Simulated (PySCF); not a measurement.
## Finite-field polarisability of Mg (magnesium, neutral)

[Ne] 3s2, closed-shell 1S. Calculation: PySCF 2.14, in def2-TZVPPD; the non-relativistic Hamiltonian (point nucleus). Frozen: 1s2. Energy changes in a uniform field (μhartree):

```json
{"axis": "x", "F (au)": "0.0016", "HF": "-104.079", "MP2": "-93.776", "CCSD": "-93.768", "CCSD(T)": "-93.287"}
{"axis": "x", "F (au)": "0.0032", "HF": "-416.373", "MP2": "-375.185", "CCSD": "-375.151", "CCSD(T)": "-373.229"}
```

Task: Derive α along x at CCSD(T) from the two fields.

Result: With ΔE = −αF²/2 − γF⁴/24, α = −(16 ΔE(F) − ΔE(2F))/(6F²) = 72.87 bohr³.

Task: And the mean polarisability at each level?

Result: HF 81.31, MP2 73.26, CCSD 73.25, CCSD(T) 72.87 bohr³. Reference: 71.2 ± 0.4 bohr³ (recommended; Schwerdtfeger and Nagle, table of static dipole polarizabilities (2023 update)).
